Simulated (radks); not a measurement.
Values are calculated unless marked as measured or tabulated.
These are the eigenvalues of the occupied orbitals of an atom or ion with whole-number occupations (Ry). Level of theory: Dirac Kohn-Sham, LDA (Slater exchange, Perdew-Zunger correlation), spin-unpolarised, spherical densities, point nucleus (a radial shooting solver on a logarithmic mesh with Libxc functionals).

| orbital | eigenvalue |
|---|---|
| 1s1/2 | -2129.198 |
| 2s1/2 | -321.9101 |
| 2p1/2 | -300.8950 |
| 2p3/2 | -283.9676 |
| 3s1/2 | -62.56290 |
| 3p1/2 | -54.01358 |
| 3p3/2 | -50.92316 |
| 3d3/2 | -35.75460 |
| 3d5/2 | -35.11595 |
| 4s1/2 | -10.40818 |
| 4p1/2 | -7.55964 |
| 4p3/2 | -6.99700 |
| 4d3/2 | -2.53872 |
| 4d5/2 | -2.46141 |
| 5s1/2 | -1.33435 |
| 5p1/2 | -0.80372 |
| 5p3/2 | -0.76002 |

Which element is it, and in what charge state? The configuration may be excited. Open shells, if any, are shared by 2j + 1.

Answer. Z = 50, tin, charge +1: Sn+ in [Kr] 4d10 5s2 5p1. The list shows which subshells hold electrons but not how many an open one holds; the 1s level, -1064.6 hartree, gives Z - s = 46.1 by -(Z - s)^2/2, which with screening and relativity narrows Z to a few neighbours, and the depths of the outer levels then fix element, charge and occupations together.
